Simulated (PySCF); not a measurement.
H$_{2}$Be, triplet, at a GFN2-xTB geometry (such geometries of metal compounds can be far from the true shape) (a higher spin typed on purpose: for a closed-shell molecule this is an excited state); M062X/cc-pVDZ (PySCF).

The PySCF input:
```python
from pyscf import gto, scf, dft

mol = gto.M(
    atom='''
Be   -0.05315013    0.26940729    0.24031424
H     0.48591557   -1.04044807    0.16569329
H    -0.27331505   -0.03718111   -1.12695024
''',
    basis='cc-pvdz',
    spin=2,
    verbose=4,
    symmetry=True,
)

mf = dft.UKS(mol)
mf.xc = 'm062x'
mf.irrep_nelec = {'A1': (2, 2), 'A2': (0, 0), 'B1': (0, 0), 'B2': (2, 0)}
mf.kernel()
mf.analyze()
```

Output, abridged:

```
PySCF version 2.14.0

[INPUT] verbose = 4
[INPUT] num. atoms = 3
[INPUT] num. electrons = 6
[INPUT] charge = 0
[INPUT] spin (= nelec alpha-beta = 2S) = 2
[INPUT] symmetry True subgroup None
[INPUT] Mole.unit = angstrom
[INPUT] Symbol           X                Y                Z      unit          X                Y                Z       unit  Magmom
[...]
nuclear repulsion = 3.27798485893754
point group symmetry = C2v
symmetry origin: [ 0.00000000e+00 -6.29908707e-09  3.14954359e-09]
symmetry axis x: [-0.89534022 -0.38156124  0.22973226]
symmetry axis y: [ 0.42089268 -0.55617833  0.71659962]
symmetry axis z: [-0.14565454  0.73829309  0.65856516]
num. orbitals of irrep A1 = 11
num. orbitals of irrep A2 = 2
num. orbitals of irrep B1 = 4
num. orbitals of irrep B2 = 7
number of shells = 11
number of NR pGTOs = 40
number of NR cGTOs = 24
basis = cc-pvdz
ecp = {}

******** <class 'pyscf.dft.uks_symm.SymAdaptedUKS'> ********
method = SymAdaptedUKS
initial guess = minao
damping factor = 0
level_shift factor = 0
DIIS = <class 'pyscf.scf.diis.CDIIS'>
diis_start_cycle = 1
diis_space = 8
diis_damp = 0
SCF conv_tol = 1e-09
SCF conv_tol_grad = None
SCF max_cycles = 50
direct_scf = True
direct_scf_tol = 1e-13
number electrons alpha = 4  beta = 2
irrep_nelec {'A1': (2, 2), 'A2': (0, 0), 'B1': (0, 0), 'B2': (2, 0)}
XC library pyscf.dft.libxc version 7.1.2
    S. Lehtola, C. Steigemann, M. J. T. Oliveira, and M. A. L. Marques,  SoftwareX 7, 1–5 (2018)
XC functionals = m062x
    Y. Zhao and D. G. Truhlar,  Theor. Chem. Acc. 120, 215 (2008)
    Y. Zhao and D. G. Truhlar,  Theor. Chem. Acc. 120, 215 (2008)
radial grids:
    Treutler-Ahlrichs [JCP 102, 346 (1995); DOI:10.1063/1.469408] (M4) radial grids

becke partition: Becke, JCP 88, 2547 (1988); DOI:10.1063/1.454033
pruning grids: <function nwchem_prune>
grids dens level: 3
symmetrized grids: True
atomic radii adjust function: <function treutler_atomic_radii_adjust>
small_rho_cutoff = 0
Freeze 6 electrons in irreps ['A1', 'A2', 'B1', 'B2']
    0 free electrons in irreps
Set gradient conv threshold to 3.16228e-05
tot grids = 33344
init E= -15.7033939318775

cycle= 1 E= -15.5447711583586  delta_E= 0.159  |g|= 0.0955  |ddm|= 3.63

cycle= 2 E= -15.5628722760121  delta_E= -0.0181  |g|= 0.0273  |ddm|= 0.739

cycle= 3 E= -15.5637787787521  delta_E= -0.000907  |g|= 0.00571  |ddm|= 0.0798

cycle= 4 E= -15.5638818494491  delta_E= -0.000103  |g|= 0.00127  |ddm|= 0.0534

[...]
converged SCF energy = -15.5638895950307  <S^2> = 2.0112367  2S+1 = 3.0074818
Total Energy =                         -15.563889595030744
[...]
alpha MO #12 (A1 #7), energy= 0.412016715491637 occ= 0
alpha MO #13 (B1 #3), energy= 0.430550612249388 occ= 0
alpha MO #14 (A2 #1), energy= 0.434411729753155 occ= 0
alpha MO #15 (B2 #4), energy= 0.467936094817528 occ= 0
alpha MO #16 (A1 #8), energy= 0.550234180678918 occ= 0
alpha MO #17 (A1 #9), energy= 0.801711021976289 occ= 0
alpha MO #18 (B2 #5), energy= 0.827633229819263 occ= 0
alpha MO #19 (A2 #2), energy= 1.41959890464928 occ= 0
alpha MO #20 (A1 #10), energy= 1.50433168941714 occ= 0
alpha MO #21 (B2 #6), energy= 1.53485813856992 occ= 0
alpha MO #22 (B1 #4), energy= 1.54140857214758 occ= 0
alpha MO #23 (B2 #7), energy= 1.80991627102125 occ= 0
alpha MO #24 (A1 #11), energy= 1.98685740567254 occ= 0
beta  MO #1 (A1 #1), energy= -4.39147840693295 occ= 1
beta  MO #2 (A1 #2), energy= -0.437451525847516 occ= 1
beta  MO #3 (B2 #1), energy= -0.144573746120219 occ= 0
beta  MO #4 (A1 #3), energy= -0.122722448221632 occ= 0
beta  MO #5 (B1 #1), energy= -0.056600957631614 occ= 0
beta  MO #6 (B2 #2), energy= 0.0429155920168782 occ= 0
beta  MO #7 (A1 #4), energy= 0.102646830697855 occ= 0
beta  MO #8 (A1 #5), energy= 0.15040126871504 occ= 0
beta  MO #9 (B2 #3), energy= 0.181371147359078 occ= 0
beta  MO #10 (B1 #2), energy= 0.182872307244304 occ= 0
beta  MO #11 (A1 #6), energy= 0.23259925775617 occ= 0
beta  MO #12 (A1 #7), energy= 0.423573758984439 occ= 0
beta  MO #13 (B1 #3), energy= 0.433074127000603 occ= 0
beta  MO #14 (A2 #1), energy= 0.441130727579396 occ= 0
beta  MO #15 (B2 #4), energy= 0.443374455932351 occ= 0
beta  MO #16 (A1 #8), energy= 0.521032143471762 occ= 0
beta  MO #17 (B2 #5), energy= 0.855742479221134 occ= 0
beta  MO #18 (A1 #9), energy= 0.892666640640821 occ= 0
beta  MO #19 (A2 #2), energy= 1.44113765623537 occ= 0
beta  MO #20 (A1 #10), energy= 1.52302581812053 occ= 0
beta  MO #21 (B1 #4), energy= 1.54564737002857 occ= 0
beta  MO #22 (B2 #6), energy= 1.57059539728828 occ= 0
beta  MO #23 (B2 #7), energy= 1.82078271207174 occ= 0
beta  MO #24 (A1 #11), energy= 2.02422056091487 occ= 0
 ** Mulliken pop alpha/beta on meta-lowdin orthogonal AOs **
 ** Mulliken pop       alpha | beta **
[...]
In total             4.00000 | 2.00000
 ** Mulliken atomic charges   ( Nelec_alpha | Nelec_beta ) **
charge of  0Be =      0.39170  (     2.26409      1.34421 )
charge of  1H =     -0.19585  (     0.86795      0.32789 )
charge of  2H =     -0.19585  (     0.86795      0.32789 )
Dipole moment(X, Y, Z, Debye): -0.02257,  0.11439,  0.10203
```
